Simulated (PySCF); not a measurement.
`CC[Si@@H](CN=C)OC`, C5H13NOSi

Molfile (atoms numbered from 1):
```
C5H13NOSi
     RDKit          3D

 21 20  0  0  0  0  0  0  0  0999 V2000
    2.7947    1.1406    1.1452 C   0  0  0  0  0  0  0  0  0  0  0  0
    2.0440    0.8487    0.1842 N   0  0  0  0  0  0  0  0  0  0  0  0
    1.3132   -0.3693    0.1737 C   0  0  0  0  0  0  0  0  0  0  0  0
   -0.5298    0.0487    0.5592 Si  0  0  2  0  0  4  0  0  0  0  0  0
   -1.6621   -1.4609    0.3579 C   0  0  0  0  0  0  0  0  0  0  0  0
   -1.4099   -2.2813   -0.9037 C   0  0  0  0  0  0  0  0  0  0  0  0
   -1.1168    1.1154   -0.5084 O   0  0  0  0  0  0  0  0  0  0  0  0
   -0.5856    2.3569   -0.8928 C   0  0  0  0  0  0  0  0  0  0  0  0
    2.9769    0.4877    2.0063 H   0  0  0  0  0  0  0  0  0  0  0  0
    3.3042    2.0927    1.1316 H   0  0  0  0  0  0  0  0  0  0  0  0
    1.3761   -0.7797   -0.8358 H   0  0  0  0  0  0  0  0  0  0  0  0
    1.7071   -1.1097    0.8850 H   0  0  0  0  0  0  0  0  0  0  0  0
   -0.5576    0.5733    1.9357 H   0  0  0  0  0  0  0  0  0  0  0  0
   -2.6962   -1.1187    0.3562 H   0  0  0  0  0  0  0  0  0  0  0  0
   -1.5523   -2.1047    1.2299 H   0  0  0  0  0  0  0  0  0  0  0  0
   -1.5122   -1.6593   -1.7890 H   0  0  0  0  0  0  0  0  0  0  0  0
   -2.1234   -3.1005   -0.9779 H   0  0  0  0  0  0  0  0  0  0  0  0
   -0.4083   -2.7054   -0.8942 H   0  0  0  0  0  0  0  0  0  0  0  0
   -0.9615    2.5886   -1.8896 H   0  0  0  0  0  0  0  0  0  0  0  0
    0.5043    2.3235   -0.9026 H   0  0  0  0  0  0  0  0  0  0  0  0
   -0.9136    3.1302   -0.1950 H   0  0  0  0  0  0  0  0  0  0  0  0
  1  2  2  0
  2  3  1  0
  3  4  1  0
  4  5  1  0
  5  6  1  0
  4  7  1  0
  7  8  1  0
  1  9  1  0
  1 10  1  0
  3 11  1  0
  3 12  1  0
  4 13  1  1
  5 14  1  0
  5 15  1  0
  6 16  1  0
  6 17  1  0
  6 18  1  0
  8 19  1  0
  8 20  1  0
  8 21  1  0
M  END
```

Method: GIAO B3LYP/pcSseg-1 magnetisability, rotational g tensor and spin-rotation constants, non-relativistic, gas phase in PySCF 2.14.0. Geometry: GFN2-xTB.

Give the nuclear spin-rotation constants along the inertial axes (H = +C I·J) beside the isotropic shieldings.

Rotational constants 2.1850, 1.1377, 0.8649 GHz. A star marks the isotopologue with that one atom substituted, in its own axes.
| atom | isotope | Caa (kHz) | Cbb (kHz) | Ccc (kHz) | mean (kHz) | σ (ppm) |
| --- | --- | --- | --- | --- | --- | --- |
| N2 | 14N | 0.772 | 0.178 | 0.094 | 0.348 | -142.5 |
| H9 | 1H | -0.161 | 0.026 | -0.034 | -0.056 | 24.2 |
| H10 | 1H | 0.143 | -0.068 | -0.090 | -0.005 | 24.8 |
| H11 | 1H | -0.182 | -0.126 | 0.043 | -0.088 | 27.4 |
| H12 | 1H | -0.219 | 0.034 | -0.086 | -0.090 | 28.8 |
| H13 | 1H | -0.148 | -0.109 | 0.031 | -0.075 | 27.2 |
| H14 | 1H | -0.104 | -0.055 | -0.095 | -0.085 | 31.0 |
| H15 | 1H | -0.217 | -0.043 | -0.066 | -0.109 | 31.4 |
| H16 | 1H | -0.224 | -0.041 | -0.048 | -0.104 | 30.5 |
| H17 | 1H | 0.047 | -0.114 | -0.100 | -0.056 | 30.5 |
| H18 | 1H | -0.161 | -0.035 | -0.086 | -0.094 | 31.0 |
| H19 | 1H | -0.202 | -0.041 | -0.016 | -0.086 | 27.9 |
| H20 | 1H | -0.026 | -0.048 | -0.064 | -0.046 | 26.9 |
| H21 | 1H | -0.219 | -0.061 | 0.003 | -0.092 | 28.1 |
| C1 | 13C* | 0.875 | 0.425 | 0.238 | 0.513 | 30.0 |
| C3 | 13C* | 0.407 | 0.237 | 0.214 | 0.286 | 121.5 |
| Si4 | 29Si* | -1.398 | -0.724 | -0.580 | -0.900 | 337.8 |
| C5 | 13C* | 0.321 | 0.148 | 0.126 | 0.198 | 169.7 |
| C6 | 13C* | 0.306 | 0.157 | 0.114 | 0.192 | 171.9 |
| O7 | 17O* | -0.148 | -0.099 | -0.037 | -0.094 | 317.3 |
| C8 | 13C* | 0.392 | 0.234 | 0.202 | 0.276 | 125.2 |

For the geometry as given, no vibrational averaging.

How do the rotational constants and the g tensor change when H9, H10, H11, H12, H13, H14, H15, H16, H17, H18, H19, H20, H21 are replaced by deuterium?

Constants 1.7771, 0.9580, 0.7331 GHz; g -0.0222, -0.0104, -0.0069, against -0.0274, -0.0122, -0.0082 before.
